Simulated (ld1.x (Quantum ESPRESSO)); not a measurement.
Which change was made? (Mn, PAW)

- Element: manganese
- Generator: ld1.x (Quantum ESPRESSO) 7.5
- Type: PAW
- Functional: PBEsol
- Relativity: scalar-relativistic
- Frozen core: [Ar]
- Valence charge: 7
- Reference configuration: 3d5 4s1.5 4p0 (charge +0.5)
- Partial waves: 4s (bound): rcut 2.00, rcutus 2.30 bohr; 4s channel at 0.2 Ry: rcut 2.00, rcutus 2.30 bohr; 4p (bound, empty): rcut 3.10, rcutus 3.35 bohr; 4p channel at 1.65 Ry: rcut 3.10, rcutus 3.35 bohr; 3d (bound): rcut 1.20, rcutus 1.55 bohr; 3d channel at 4.45 Ry: rcut 1.20, rcutus 1.55 bohr
- Local potential: all-electron potential smoothed inside 3.00 bohr (lloc = -1)
- Core correction: Bessel-smoothed model core inside 0.85 bohr
- Augmentation charge: PSQ, inside the norm-conserving radii

Cutoffs, loose and tight: the cutoffs (Ry, on a coarse ladder) from which the occupation-weighted sum of valence levels, in a spherical-Bessel basis at the reference potential, stays within 10 and 1 mRy of its value at 400 Ry. They do not see the model core or the augmentation charge, which bear on the density cutoff. Test errors are all-electron minus pseudo excitation energies from the reference, over the configurations 3d5 4s2 4p0; 3d5 4s1 4p0; 3d5 4s0 4p0; 3d4 4s0 4p0; 3d5 4s0 4p2; 3d6 4s0 4p0; 3d6 4s1 4p0; variants that change the core or the reference have their own tests. The largest error is taken over the tests solved by every variant that gives reliable tests at all, those not shown here included: 3d4 4s0 4p0; 3d5 4s0 4p0; 3d5 4s0 4p2; 3d5 4s1 4p0; 3d5 4s2 4p0; 3d6 4s0 4p0.

The base gives: outcome: generated; cutoff, loose: 45 Ry; cutoff, tight: 70 Ry; bound ghosts: none; largest test error (meV): -397.

After one change the result is: outcome: generated; cutoff, loose: 45 Ry; cutoff, tight: 70 Ry; bound ghosts: s; largest test error (meV): -356. Which change was it?
A. local potential all-electron potential smoothed inside 1.46 bohr (lloc = -1)
B. waves 4p (bound): rcut 2.02, rcutus 2.14 bohr; 4p channel at 1.65 Ry: rcut 2.02, rcutus 2.14 bohr
C. waves 3d (bound): rcut 1.20, rcutus 2.36 bohr; 3d channel at 4.45 Ry: rcut 1.20, rcutus 2.36 bohr

A. The others give: waves 3d (bound): rcut 1.20, rcutus 2.36 bohr; 3d channel at 4.45 Ry: rcut 1.20, rcutus 2.36 bohr → outcome: generated; cutoff, loose: 18 Ry; cutoff, tight: 30 Ry; bound ghosts: none; largest test error (meV): -369 | waves 4p (bound): rcut 2.02, rcutus 2.14 bohr; 4p channel at 1.65 Ry: rcut 2.02, rcutus 2.14 bohr → outcome: generated; cutoff, loose: 45 Ry; cutoff, tight: 70 Ry; bound ghosts: p; largest test error (meV): -397.
